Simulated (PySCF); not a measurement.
Computed IR spectrum (relative IR intensity) of a molecule C₅H₈O₃. Coordinates come from a PBE-D3(BJ)/def2-SVP optimisation. The values are those of a single conformer. Calculation: PBE-D3(BJ)/def2-SVP (PySCF 2.14.0). Frequencies are harmonic and unscaled.

ν (cm⁻¹): 290 (w), 317 (m), 345 (m), 372 (w), 796 (w), 854 (vw), 952 (w), 990 (w), 1027 (m), 1035 (w), 1064 (m), 1094 (w), 1163 (vs), 1194 (m), 1269 (m), 1273 (vw), 1298 (w), 1350 (w), 1361 (w), 1375 (m), 1405 (w), 1658 (w), 1768 (s), 2915 (m), 2987 (m), 3038 (vw), 3062 (w), 3699 (w) (against the strongest line: vs over 80 %, s over 45 %, m over 15 %, w over 4 %, vw less)

### Question
Which structure fits?
A. C=C(OC)C(=O)OC
B. C=CC(=O)OCOC
C. CO/C=C\C(=O)OC
D. C=CC(=O)OCCO

### Answer
D, C=CC(=O)OCCO
